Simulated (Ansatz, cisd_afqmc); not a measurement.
Species: N, charge 0, quartet.

Total energies in aug-cc-pVTZ, 5 correlated electrons, 1 frozen orbitals. Open shells are spin-unrestricted; no spin-orbit coupling. Correlated methods leave the cores frozen. No relativity. The Monte Carlo rows (phaseless AFQMC, CISD trial, step 0.005/hartree) carry one-sigma bars that omit the constraint's bias. Outlying blocks are dropped, and bars are widened where a walk drifts. Over all cases where full CI ran beside it in this data, AFQMC minus full CI had a median of +0.1 mEh and passed +0.4 mEh in a tenth of the cases. Full CI freezes restricted core orbitals and the other rows unrestricted ones, which leaves a small offset even where coupled cluster is exact.

```csv
method,program,energy (Eh),error against FCI (mEh)
HF,Ansatz,-54.40116,115.98
MP2,Ansatz,-54.49865,18.50
CCSD,Ansatz,-54.51437,2.78
CCSD(T),Ansatz,-54.51692,0.22
CCSDT(Q),Ansatz,-54.51734,-0.20
CCSDTQ,Ansatz,-54.51734,-0.20
AFQMC/CISD,cisd_afqmc,-54.5173 ± 0.0001,-0.1 ± 0.1
FCI,Ansatz,-54.51714,0.00
```

Ansatz is a first-principles code.
